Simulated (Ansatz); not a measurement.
Stepwise reaction of `CC1=CC(C(F)(F)F)=[O+][Ti-]([F])([F])([F])[O]1` with water, as a gas-phase model of exchange steps in deposition or etching. ΔE in kJ/mol.

Isolated molecules relaxed with PBE0-D4/def2-TZVP in Ansatz; ΔE leaves out vibrations. CBS: MP2 limit from def2 TZ/QZ plus the TZ coupled-cluster correction, frozen cores. This one scheme is used for every species. Functionals use def2-TZVPP. B3LYP here is the variant with VWN-RPA as its local correlation; programs differ in this. For Ti outer-core shells are correlated without core-valence functions, which leaves a few kJ/mol of doubt a bond. Scalar relativity is left out up to krypton. One conformer a species, not always the lowest.

```
step                                                                                                          reaction  PBE-D4  B3LYP-D4  ωB97M-V  CCSD(T)/CBS
   1    `CC1=CC(C(F)(F)F)=[O+][Ti-]([F])([F])([F])[O]1` + H₂O → `CC1=CC(C(F)(F)F)=[O+][Ti-]([OH])([F])([F])[O]1` + H–F    47.3      45.4     46.4         39.5
   2  `CC1=CC(C(F)(F)F)=[O+][Ti-]([OH])([F])([F])[O]1` + H₂O → `CC1=CC(C(F)(F)F)=[O+][Ti-]([OH])([OH])([F])[O]1` + H–F    47.8      47.8     49.6         42.6
```

Problem. By hand: ΔE of the 2 steps together at CCSD(T)/CBS.

Solution. (39.5) + (42.6) = 82.1 kJ/mol, or 41.0 kJ/mol a step.

In ΔE the steps differ by no more than 3.1 kJ/mol. All are uphill at CCSD(T)/CBS. PBE-D4 differs from CCSD(T)/CBS by 5.2 to 7.8 kJ/mol a step. Isolated molecules leave out the surface, adducts and barriers. Largest T1 diagnostic: 0.021.
